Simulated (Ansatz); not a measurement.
A search over several starts for the lowest SCF solution of Sb3⁻ at the given spin, in a small basis.

```yaml
crystal:
  periodic: [false, false, false]
  atoms:
    - {symbol: Sb, position_ang: [1.208504, 0.196932, 1.051484]}
    - {symbol: Sb, position_ang: [-0.164719, -1.399403, -0.787892]}
    - {symbol: Sb, position_ang: [-1.043785, 1.202461, -0.263592]}
basis:
  gaussian: {orbitals: def2-SVP, initial_orbitals: start.molden}
total_charge: -1
magnetization: {spin_polarized: true, initial_magnetization: 2}
hamiltonian: {xc: pbe0, dispersion: d4}
output: {orbitals: {seedname: orbitals}}
```

The file start.molden holds the orbitals of an earlier run on this structure, at another level or in another basis.

```sh
$ ansatz run in.yaml --threads 4 --pin off --events-out ev --progress --plain --max-ram 3916MiB
```

Shortened log:

```
Functional definition: PBE0
1002 factors; integrals over basis functions are off by at most 1.9e-4 eV
mean field evaluation 1: about -19616.3243 eV, gradient 1.7e1 eV
mean field evaluation 2: about -19616.4611 eV, gradient 2.4e-1 eV
mean field evaluation 4: about -19616.5208 eV, gradient 1.2e-3 eV
mean field evaluation 8: about -19616.1408 eV, gradient 7.2e0 eV
mean field evaluation 16: about -19616.5208 eV, gradient 4.8e-3 eV
mean field -19616.52083078 eV, -720.8938439759 hartree, gradient 2.4e-5 eV, S^2 2.005584; 1 other end points of the search recorded, 0 dependent functions left out
reference -19616.52085150 eV, -720.8938447373 hartree; 36, 34 occupied and 42, 44 virtual orbitals, 1002 factors
Total energy: -19616.68336138 eV, -720.8998168652 hartree
```

It took 1.1 s on 4 threads of Intel Xeon 6975P-C on a shared host.

In the def2 sets Sb takes a core potential; there is no spin–orbit coupling. The structure comes from a short search, and lower isomers may exist.
